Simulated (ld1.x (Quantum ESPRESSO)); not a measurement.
## An all-electron radial function and its pseudo partner (fluorine (F))

Columns: radius, all-electron u(r) and pseudo u(r) of the 2p shell (level -11.33 eV) of fluorine in the configuration [He] 2s1.5 2p5.5; PBE, scalar-relativistic, RRKJ scheme, ld1.x (Quantum ESPRESSO) 7.5.

| r (bohr) | all-electron | pseudo |
| --- | --- | --- |
| 0.062 | 0.0626 | 0.0242 |
| 0.125 | 0.1958 | 0.0955 |
| 0.188 | 0.3459 | 0.2057 |
| 0.250 | 0.4852 | 0.3400 |
| 0.312 | 0.6057 | 0.4852 |
| 0.375 | 0.7054 | 0.6283 |
| 0.438 | 0.7826 | 0.7535 |
| 0.500 | 0.8381 | 0.8497 |
| 0.562 | 0.8754 | 0.9151 |
| 0.625 | 0.8975 | 0.9510 |
| 0.688 | 0.9064 | 0.9605 |
| 0.750 | 0.9047 | 0.9508 |
| 0.812 | 0.8948 | 0.9290 |
| 0.875 | 0.8784 | 0.9001 |
| 0.938 | 0.8571 | 0.8687 |
| 1.000 | 0.8326 | 0.8376 |
| 1.062 | 0.8056 | 0.8072 |
| 1.125 | 0.7766 | 0.7769 |
| 1.188 | 0.7465 | 0.7465 |
| 1.250 | 0.7164 | 0.7164 |
| 1.312 | 0.6862 | 0.6862 |
| 1.375 | 0.6558 | 0.6558 |
| 1.438 | 0.6258 | 0.6258 |
| 1.500 | 0.5970 | 0.5970 |
| 1.562 | 0.5689 | 0.5689 |
| 1.625 | 0.5412 | 0.5412 |

How many radial nodes do the two functions have?

The all-electron 2p function has n − l − 1 = 0; the pseudo-wave has 0.

At about which radius was the pseudo-wave matched?

1.25 bohr. The columns agree to 0.0005 from 1.12 bohr on; several derivatives are matched, so the curves merge somewhat inside the radius.

Where does each function peak?

Outermost all-electron maximum near 0.69 bohr, pseudo maximum near 0.69 bohr (to the table’s step).

Is the pseudo-wave norm-conserving?

Yes: the RRKJ scheme keeps the norm inside the radius equal to the all-electron one, which fixes the energy derivative of the logarithmic derivative at the level.
